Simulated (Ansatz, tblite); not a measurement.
Cost and result up the ladder for (ClInSe)3 ring (In3Se3Cl3) (9 atoms). Total charge 0; singlet. Geometry: PBE-D4/def2-SVP.

Cartesian coordinates in Å:
```
In -1.4214 1.6565 -0.6324
Cl -2.9026 3.3828 -1.2901
Se 0.7155 1.7278 -1.9859
In 2.0117 -0.2254 -1.0329
Cl 4.1106 -0.4602 -2.1036
Se 1.7042 -1.9911 0.7548
In -0.5943 -1.4363 1.6577
Cl -1.2080 -2.9233 3.3953
Se -2.4156 0.2691 1.2371
```

Ansatz on 2 threads of AMD EPYC 7R13 on a shared host and a share (18 GiB) of an NVIDIA H100 80GB HBM3; xTB runs through tblite on one thread. Times are rough, summed over both states, and most runs start from the orbitals of an earlier one. PBE0-D4/def2-TZVP serves as the yardstick here, not as an exact answer. The other state is a doublet.

In the def2 sets In takes a core potential; there is no spin–orbit coupling. The xTB rows come from tblite. B3LYP takes the VWN-RPA correlation. Single mean-field runs in def2-TZVP are fitted with def2-universal-jkfit.

Run but left out: PBE-D4/def2-TZVP (charge +1 doublet: an occupied level 0.12 eV above an empty one).

Raw xTB energies of ions are shifted by several eV.

```tsv
level	functions	vertical IE (eV)	difference from PBE0-D4/def2-TZVP (eV)
GFN1-xTB	81	13.23	3.75
GFN2-xTB	81	13.22	3.74
PBE0-D4/def2-TZVP	405	9.48	0.00
B3LYP-D4/def2-TZVP	405	9.38	-0.11
```

(1) Estimate how long each takes.

## Answers

(1) GFN1-xTB 0.054 s; GFN2-xTB 0.081 s; B3LYP-D4/def2-TZVP 6.5 s; PBE0-D4/def2-TZVP 8.9 s. On shared hardware such times vary by a factor of up to 3.
